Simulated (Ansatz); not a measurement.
C2H3AlF3N, SMILES `CC#[N+][Al-]([F])([F])[F]`, relaxed with RKS PBE-D4/def2-SVP in Ansatz from a rough embedded geometry. The force threshold is 0.03 eV/Å; the program also tests the step.

Total charge 0; spin multiplicity 1.

Start:

```xyz
10

C    -1.884    0.620   -1.167
C    -0.680    0.198   -0.391
N     0.268   -0.104    0.220
Al    1.876   -0.534    1.084
F     3.269    0.175    0.334
F     1.996   -2.365    1.160
F     1.722    0.073    2.796
H    -2.444    1.287   -0.557
H    -2.508   -0.370   -1.359
H    -1.616    1.021   -2.118
```

**Question.** By how much does the energy fall, and how many steps does the optimiser take? (An estimate is asked.)

**Answer.** Computed: 97.65 kJ/mol, in 5 steps, 1 of them rejected.

**Question.** Which bonds change most? (Estimate.)

**Answer.** Ansatz gave: Al4–F6 from 1.836 to 1.678 Å; Al4–F7 from 1.823 to 1.678 Å; N3–Al4 from 1.875 to 2.002 Å; C1–H9 from 1.185 to 1.108 Å.

**Question.** Give the relaxed structure. (Estimate.)

**Answer.** Ansatz gave: 
```xyz
10

C    -1.843    0.554   -1.123
C    -0.641    0.199   -0.401
N     0.324   -0.088    0.181
Al    1.971   -0.593    1.202
F     3.152    0.167    0.283
F     1.888   -2.265    1.096
F     1.618    0.089    2.694
H    -2.444    1.268   -0.525
H    -2.447   -0.355   -1.317
H    -1.577    1.025   -2.090
```
